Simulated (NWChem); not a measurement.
Molecule: C$_{2}$H$_{6}$AlFS; SMILES C[S][Al]([CH3])[F]

```xyz
11

Al     0.0315     0.8178     0.0003
F      1.1952     2.0124     0.0007
C     -1.8523     1.2921     0.0006
H     -2.3749     0.8968     0.8871
H     -2.3749     0.8981    -0.8864
H     -1.9716     2.3868     0.0015
S      0.8259    -1.2046    -0.0006
C     -0.7036    -2.2103    -0.0005
H     -1.6168    -1.5995    -0.0028
H     -0.7085    -2.8474     0.8941
H     -0.7063    -2.8503    -0.8932
```
Atoms are numbered in this order, from 1.

Level: PBE0/def2-SVP (NWChem), optimised geometry, unscaled harmonic frequencies. 

Q: List the harmonic frequencies with IR intensities, and the thermochemistry.

A: 
```
frequency (cm⁻¹)  IR intensity (km/mol)
----------------  ---------------------
22                                  0.3
39                                  0.0
81                                  0.3
123                                 1.9
194                                 9.0
207                                26.2
220                                 8.3
460                                24.8
651                                16.3
656                                46.5
703                               143.3
727                                14.8
879                               141.2
964                                 7.5
973                                 4.9
1214                               28.9
1339                                7.0
1420                                0.9
1423                                7.9
1449                                2.0
1461                                6.8
3053                                0.5
3073                               19.1
3151                                1.1
3164                                1.4
3186                                1.5
3188                                1.1
```

The zero-point energy is 48.6 kcal/mol and the thermal correction to the enthalpy at 298.15 K (with zero-point energy) comes out as 54.6 kcal/mol. The heat capacity Cv comes out as 26.1 cal/(mol K), the entropy at 298.15 K and 1 atm (symmetry number 1) is 95.0 cal/(mol K) and the dipole moment is 3.31 D.

Rigid rotor and harmonic oscillator; modes under 100 cm⁻¹ make the entropy uncertain.
